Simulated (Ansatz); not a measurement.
Several settings on one geometry of `C[SiH2][SiH2][SiH2][SiH2][SiH2][SiH2][SiH2][SiH2][SiH2]C` (that of the charge 0 singlet, r2SCAN-D4/def2-SVP). Ansatz on 4 threads of Intel Xeon on a shared host; times are rough.

```csv
atom,x (Å),y (Å),z (Å)
C1,-5.693,0.846,-0.424
Si2,-4.513,0.501,-1.856
Si3,-3.676,-1.689,-1.687
Si4,-2.801,-1.939,0.480
Si5,-1.389,-0.104,0.879
Si6,0.150,0.108,-0.886
Si7,1.627,1.877,-0.426
Si8,2.424,1.564,1.765
Si9,3.124,-0.672,1.932
Si10,4.650,-1.052,0.184
C11,6.000,0.267,0.209
H12,-6.548,0.151,-0.445
H13,-6.089,1.874,-0.475
H14,-5.180,0.728,0.544
H15,-3.352,1.447,-1.808
H16,-5.204,0.698,-3.169
H17,-2.586,-1.930,-2.687
H18,-4.763,-2.693,-1.928
H19,-2.019,-3.208,0.623
H20,-3.922,-1.961,1.476
H21,-0.651,-0.252,2.175
H22,-2.210,1.149,0.959
H23,-0.587,0.325,-2.171
H24,0.924,-1.171,-1.003
H25,0.902,3.180,-0.557
H26,2.779,1.877,-1.384
H27,1.340,1.892,2.745
H28,3.587,2.471,2.034
H29,3.763,-0.926,3.264
H30,1.933,-1.574,1.805
H31,3.896,-0.991,-1.109
H32,5.246,-2.421,0.299
H33,6.721,0.112,-0.610
H34,6.555,0.245,1.161
H35,5.565,1.273,0.092
```

Totals from different functionals, basis sets or treatments of relativity can't be compared as stabilities.

The 6-31G sets use Cartesian d functions. Correlated methods freeze no core orbitals.

**Question.** Give the basis size and estimate the energy, ⟨S²⟩ and time of these runs.

| run | method | charge | state | further keys |
| --- | --- | --- | --- | --- |
| 1 | RKS ωB97X/STO-3G | 0 | singlet | scf: {omitted_lower_state_checks: [starts]} |
| 2 | RKS BLYP/6-31++G** | 0 | singlet | scf: {omitted_lower_state_checks: [starts]} |
| 3 | RKS B97/def2-mTZVPP | 0 | singlet | scf: {omitted_lower_state_checks: [starts]} |
| 4 | RKS PBE0, rpa/6-31++G** | 0 | singlet | nuclear_model: gaussian; electrons: all; scf: {omitted_lower_state_checks: [starts]} |

**Answer.** 
| run | functions | energy (Eh) | ⟨S²⟩ | wall time |
| --- | --- | --- | --- | --- |
| 1 | 115 | -2664.9918 | – | 16 s |
| 2 | 389 | -2695.8170 | – | 36 s |
| 3 | 401 | -2695.8037 | – | 84 s |
| 4 | 389 | -2692.1467 | – | 2.4 min |
